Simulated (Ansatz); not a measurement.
One change: `NCC[SiH2]F` becomes `NBCCN`.

Ansatz, PBE0-D4/def2-TZVP geometries, multiplicity 1. Each molecule was computed in one conformer, which needn't be the lowest.

```csv
property,`NCC[SiH2]F`
HOMO–LUMO gap (ωB97M-V/def2-TZVPP) / eV,11.57
size of the dipole moment (PBE/def2-TZVPP) / D,1.27
HOMO–LUMO gap (PBE/def2-TZVPP) / eV,5.10
HOMO–LUMO gap (PBE0/def2-TZVPP) / eV,7.49
HOMO energy (PBE/def2-TZVPP) / eV,-5.54
HOMO energy (B3LYP/def2-TZVPP) / eV,-6.81
```

(1) Give the same properties after the change, and the shifts. (Best estimate.)

## Answers

(1) Computed: 
```json
{"property": "HOMO–LUMO gap (ωB97M-V/def2-TZVPP) / eV", "`NBCCN`": "11.51", "shift": "-0.06"}
{"property": "size of the dipole moment (PBE/def2-TZVPP) / D", "`NBCCN`": "1.60", "shift": "0.33"}
{"property": "HOMO–LUMO gap (PBE/def2-TZVPP) / eV", "`NBCCN`": "5.19", "shift": "0.09"}
{"property": "HOMO–LUMO gap (PBE0/def2-TZVPP) / eV", "`NBCCN`": "7.64", "shift": "0.15"}
{"property": "HOMO energy (PBE/def2-TZVPP) / eV", "`NBCCN`": "-5.23", "shift": "0.31"}
{"property": "HOMO energy (B3LYP/def2-TZVPP) / eV", "`NBCCN`": "-6.49", "shift": "0.32"}
```

With PBE0 the HOMO rises by 0.33 eV and the LUMO rises by 0.50 eV, so the gap widens by about 0.17 eV. PBE moves the HOMO by 0.31 eV and ωB97M-V by 0.35 eV. Dipoles are sizes alone; their direction can turn.

B3LYP here is the variant with VWN-RPA as its local correlation; programs differ in this.
